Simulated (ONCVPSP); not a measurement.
## Potentials for Ti compared

Generated with ld1.x 7.5 (TM, RRKJ, ultrasoft, PAW), atompaw 4.2 or ONCVPSP 4.0.1. The cutoff is in Ry: for ld1.x and atompaw files where the sum of valence levels is converged to 10 mRy in a Bessel basis, for ONCV files where the hardest occupied wave has 1 mHa per electron of residual kinetic energy. The error is the largest all-electron minus pseudo excitation energy over each file’s own four to seven test configurations (ionisations up to +4, promotions, holes and added fractions of an electron), all of which were solved. The labels leave out finer settings (local radius, basis sizes, second energies), which also bear on the numbers. Spin-polarised tests are not counted. The rows are a selection from randomly drawn settings: files with unsolved tests, undetermined cutoffs or missed reference levels are left out.

A true bound ghost makes a file unfit for plane-wave use even where its test errors are small: the radial tests pick states by their node count and pass the ghost by.

```tsv
potential	cutoff (Ry)	largest error (meV)	bound ghosts
ONCV, PBE, scalar-relativistic, rc 1.15/1.60/2.20 (spd), local smoothed, core correction no, reference 3s2 3p6 3d1, qcut 6.4/7.2/8, projectors 2/2/3	212	+189	none
ONCV, PBE, fully relativistic, rc 1.60/1.75/1.45 (spd), local smoothed, core correction yes, reference 3s2 3p6 3d2 4s2, qcut 9.2/9.2/12, projectors 3/2/2	92	+14	none
ONCV, LDA (Perdew-Wang 92), scalar-relativistic, rc 1.40/1.00/2.25 (spd), local smoothed, core correction no, reference 3s2 3p6 3d2 4s2, qcut 10.5/7.5/7.6, projectors 2/2/1	64	+117	none
ONCV, LDA (Perdew-Wang 92), scalar-relativistic, rc 1.35/1.35/1.95/1.75 (spdf), local smoothed, core correction yes, reference 3s2 3p6 3d2 4s2, qcut 11.4/8.9/7.1/7.2, projectors 2/1/1/2	76	-190	none
ONCV, PBE, scalar-relativistic, rc 1.95/1.15/1.60 (spd), local smoothed, core correction no, reference 3s2 3p6 3d2 4s2, qcut 8.1/6/9.3, projectors 2/1/1	67	+22	none
```

Q: Fill in the row for Ti: ONCV, PBEsol, scalar-relativistic, rc 1.30/1.55/2.10 (spd), local smoothed, core correction yes, reference 3s2 3p6 3d2 4s1.5 4p0.5, qcut 9.3/7.5/8, projectors 3/2/2.

A: cutoff 62 Ry, largest error -139 meV, bound ghosts: none.

Q: Fill in the row for Ti: ONCV, PBEsol, scalar-relativistic, rc 1.85/1.65/2.60 (spd), local smoothed, core correction yes, reference 3s2 3p6 3d2 4s2, qcut 6.6/10.6/7.1, projectors 2/2/2.

A: cutoff 44 Ry, largest error +233 meV, bound ghosts: none.

Q: Fill in the row for Ti: ONCV, PBE, scalar-relativistic, rc 2.30/2.25/1.20 (spd), local smoothed, core correction no, reference 3d2 4s1.5, qcut 3.5/3.8/7.1, projectors 1/3/2.

A: cutoff 230 Ry, largest error +204 meV, bound ghosts: s, p.
